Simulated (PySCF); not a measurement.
Computed properties of Al(Me)(H) (CH₄Al), SMILES [CH3][AlH+], charge +1

Al(Me)(H) (CH4Al), SMILES [CH3][AlH+], charge +1. Geometry optimised at PBE0-D3(BJ)/def2-TZVP. The spin state was assumed, not searched. The isomer is the one that the SMILES or the coordinates give; other isomers of the formula were not compared. The values are those of a single conformer. All values are computed for the isolated molecule unless a solvent is named; none is compared with measurement here.

**Structure.** The optimised structure has C3v symmetry. All 12 harmonic modes at PBE0-D3(BJ)/def2-TZVP (PySCF) are real, so it is a minimum.

**Vibrations.** The strongest infrared lines (harmonic, unscaled, degenerate partners summed) lie at 714 cm⁻¹ (181 km/mol, H 78 %, C 17 %), 365 cm⁻¹ (86 km/mol, H 93 %), 3134 cm⁻¹ (29 km/mol, H 91 %, C 9 %). The softest mode is at 365 cm⁻¹ and the zero-point energy is 26.1 kcal/mol.

**Electronic structure.** HF/def2-TZVPD (PySCF) places the frontier levels at -17.85 and -4.42 eV, a gap of 13.43 eV and a mean polarisability of 30.9 bohr³. PBE/def2-TZVPD (PySCF) at the same geometry gives -13.70 and -8.12 eV, so its gap is 7.85 eV narrower. An orbital gap is neither the optical nor the fundamental gap.

**Excitations.** TDA-B3LYP/def2-TZVPD (PySCF) has S1 at 5.92 eV (209 nm, f = 0.001, dark); the most intense of the 10 singlets computed lies at 8.93 eV (f = 0.58). Strengths of degenerate partners are summed. T1 (TDA) is at 5.46 eV, 0.46 eV under S1. TDA-PBE/def2-TZVPD (PySCF) puts S1 at 5.72 eV. No vertical singlet excitation falls in the visible range (under 3.1 eV).

**NMR.** GIAO shifts at PBE0/pcSseg-2 (PySCF) (non-relativistic, atoms alike by connectivity averaged): ¹³C at -0.6 ppm against TMS; ¹H from 1.6 to 6.5 ppm against TMS.
